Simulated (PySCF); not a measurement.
Correlation energy of As⁺ (arsenic, charge +1)

[Ar] 3d10 4s1 4p3, high-spin 5S determinant (an excited configuration). Calculation: PySCF 2.14, in aug-cc-pVQZ-PP with ECP10MDF (7s6p5d3f2g, 89 functions); a scalar-relativistic core potential. Frozen: 3s2 3p6 3d10; 4 electrons correlated.

```csv
level,correlation energy (mhartree)
CCSD,-26.09
(T),-0.34
CCSD(T),-26.43
```

Diagnostics: T1 = 0.0014, D1 = 0.0038, largest double amplitude 0.026.

Question: Is a single reference adequate?

Answer: Yes, within this model without spin-orbit coupling: T1 lies below 0.03 and no double amplitude reaches 0.07.
